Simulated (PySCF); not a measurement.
# Frontier levels across methods

C5H6OS.
Numbering: `[CH3:1][S:2][c:3]1[cH:4][cH:5][cH:6][o:7]1` (hydrogens: H8, H9, H10 on C1; H11 on C4; H12 on C5; H13 on C6)

Structure used (PBE0-D3(BJ)/def2-SVP), in Å, numbered top down from 1:
```
atom  x, y, z in Å
C1    -2.5178   -0.0512   -0.0668
S2    -1.4176    1.3771   -0.0012
C3     0.1243    0.6056   -0.2838
C4     1.3853    1.1330   -0.3637
C5     2.2517    0.0216   -0.6108
C6     1.4579   -1.0817   -0.6613
O7     0.1609   -0.7296   -0.4620
H8    -3.5269    0.3456    0.1066
H9    -2.2712   -0.7796    0.7171
H10   -2.4800   -0.5378   -1.0506
H11    1.6564    2.1805   -0.2592
H12    3.3323    0.0470   -0.7353
H13    1.6442   -2.1396   -0.8217
```

Basis pcSseg-1 throughout (PySCF), one geometry. The structure is a single PBE0-D3(BJ)/def2-SVP conformer in the gas phase; no vibrational or solvent corrections.

Q: How do the orbital energies, the gap and the dipole change with the method?

A: 
```json
{"method": "B97-D", "kind": "GGA", "HOMO (eV)": "-4.69", "LUMO (eV)": "-0.47", "gap (eV)": "4.22", "μ (D)": "1.09", "SCF cycles": "16"}
{"method": "OPBE", "kind": "GGA", "HOMO (eV)": "-4.73", "LUMO (eV)": "-0.44", "gap (eV)": "4.28", "μ (D)": "1.16", "SCF cycles": "15"}
{"method": "PBE", "kind": "GGA", "HOMO (eV)": "-4.74", "LUMO (eV)": "-0.54", "gap (eV)": "4.20", "μ (D)": "1.12", "SCF cycles": "15"}
{"method": "KT3", "kind": "GGA", "HOMO (eV)": "-4.75", "LUMO (eV)": "-0.50", "gap (eV)": "4.26", "μ (D)": "1.07", "SCF cycles": "16"}
{"method": "PBE0", "kind": "global hybrid", "HOMO (eV)": "-5.77", "LUMO (eV)": "0.37", "gap (eV)": "6.13", "μ (D)": "1.13", "SCF cycles": "14"}
{"method": "CAM-B3LYP", "kind": "range-separated hybrid", "HOMO (eV)": "-6.98", "LUMO (eV)": "1.51", "gap (eV)": "8.48", "μ (D)": "1.08", "SCF cycles": "13"}
{"method": "wB97X-D", "kind": "range-separated hybrid", "HOMO (eV)": "-7.55", "LUMO (eV)": "2.12", "gap (eV)": "9.67", "μ (D)": "1.17", "SCF cycles": "14"}
{"method": "LC-wPBE", "kind": "range-separated hybrid", "HOMO (eV)": "-8.30", "LUMO (eV)": "2.57", "gap (eV)": "10.87", "μ (D)": "1.20", "SCF cycles": "14"}
```

The HOMO spans 3.61 eV, from B97-D down to LC-wPBE, and the gap runs from 4.20 eV (PBE) to 10.87 eV (LC-wPBE). The dipole ranges from 1.07 D (KT3) to 1.20 D (LC-wPBE). This basis has no diffuse functions.

The vertical ΔSCF ionisation energy at CAM-B3LYP/def2-SVPD is 7.74 eV; −ε(HOMO) comes closest to it with wB97X-D (7.55 eV).
